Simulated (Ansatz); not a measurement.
Species: sum formula AlNO$_{2}$H$_{4}$ (charge 0, singlet). SMILES: [Al]([OH])([NH2])[OH]
Coordinates optimised at B3LYP-D3(BJ)/def2-TZVP (Ansatz, a quantum-chemistry and plane-wave program):
```
Al
O 1 1.6957
H 2 0.9575 1 122.75
O 1 1.6989 2 118.86 3 0.00
H 4 0.9568 1 125.27 2 180.00
N 1 1.7629 2 117.55 3 180.00
H 6 1.0063 1 125.88 2 180.00
H 6 1.0075 7 110.53 1 180.00
```
Charge 0, spin multiplicity 1.

Wanted: vertical triplet-singlet gap (E(triplet) - E(singlet); each state is the SCF solution reached for its spin), in kcal/mol. Valence correlation only, unless marked. UHF or UKS for open shells. Spin-orbit coupling is left out. Non-relativistic. Basis-set limits of correlation are two-point, X^-3; Hartree-Fock from the larger set. The bracket is a focal-point correction in the basis named.

```
level               program  vertical triplet-singlet gap (kcal/mol)
------------------  -------  ---------------------------------------
HF/aug-cc-pV(T+d)Z   Ansatz                                    106.2
PBE/def2-TZVPD       Ansatz                                    114.6
```

Q: What does RI-MP2/CBS(aug-cc-pV(T+d)Z,aug-cc-pV(Q+d)Z)+[CCSD(T)-MP2]/aug-cc-pV(T+d)Z (Ansatz) give?

A: 129.0 kcal/mol
